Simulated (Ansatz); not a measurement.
C₃H₁₀OSeSi (SMILES CO[Si](C)(C)[SeH]), singlet, geometry from GFN2-xTB, with bond 14-5 at 1.4 times its length; SC-NEVPT2/STO-3G, CASSCF(2,3) in Ansatz (a first-principles code).

Here is a job for Ansatz.
Ansatz 0.2 input:
```yaml
crystal:
  periodic: [false, false, false]
  atoms:
    - {symbol: C, position_ang: [1.45161703, -0.70227152, -2.01535249]}
    - {symbol: O, position_ang: [0.17375088, -0.98668433, -1.52614635]}
    - {symbol: Si, position_ang: [-0.69613803, -0.16564725, -0.43278196]}
    - {symbol: C, position_ang: [-1.45872725, 1.44445836, -1.11528713]}
    - {symbol: C, position_ang: [-1.97981294, -1.41257240, 0.18604640]}
    - {symbol: Se, position_ang: [0.78546074, 0.43903478, 1.26579005]}
    - {symbol: H, position_ang: [1.40473854, 0.07813899, -2.77800176]}
    - {symbol: H, position_ang: [1.85542133, -1.61522216, -2.45294348]}
    - {symbol: H, position_ang: [2.11150612, -0.36894101, -1.20796411]}
    - {symbol: H, position_ang: [-2.05961532, 1.23966536, -1.99608953]}
    - {symbol: H, position_ang: [-2.09912110, 1.92252215, -0.38068688]}
    - {symbol: H, position_ang: [-0.68910353, 2.15995850, -1.39376763]}
    - {symbol: H, position_ang: [-2.54639259, -1.81756376, -0.64423913]}
    - {symbol: H, position_ang: [-2.95421351, -0.74472896, 1.13964692]}
    - {symbol: H, position_ang: [-1.51053003, -2.23995535, 0.70792394]}
    - {symbol: H, position_ang: [-0.21929069, 0.88460544, 2.17739509]}
basis:
  gaussian:
    orbitals: STO-3G
magnetization: {spin_polarized: false}
correlation: {method: sc_nevpt2, electrons: all, active_space: {window: {electrons: 2, orbitals: 3}}}
```

Problem. Write the output that Ansatz gives for this input, abridged.

Solution. 
```
Functional definition: HF
705 factors; integrals over basis functions are off by at most 3.3e-5 eV
mean field evaluation 1: about -77578.0844 eV, gradient 2.5e1 eV
mean field evaluation 2: about -77578.2710 eV, gradient 2.5e1 eV
mean field evaluation 4: about -77580.8077 eV, gradient 1.6e0 eV
mean field evaluation 8: about -77580.8200 eV, gradient 5.0e-4 eV
mean field -77580.81996567 eV, -2851.0425475699 hartree, gradient 2.0e-6 eV, S^2 0.000000; 0 other end points of the search recorded, 0 dependent functions left out
reference -77580.81996567 eV, -2851.0425475699 hartree; 42, 42 occupied and 15, 15 virtual orbitals, 705 factors
state -77581.89109212 eV, -2851.0819107407 hartree
state -77581.89109212 eV, -2851.0819107407 hartree; corrected -77588.34220314 eV, -2851.3189846980 hartree
state -77581.08807020 eV, -2851.0524002296 hartree
state -77581.08807020 eV, -2851.0524002296 hartree; corrected -77588.05400158 eV, -2851.3083934860 hartree
state -77581.89109212 eV, -2851.0819107407 hartree; corrected -77588.34220314 eV, -2851.3189846980 hartree
Total energy: -77588.34220314 eV, -2851.3189846980 hartree
```
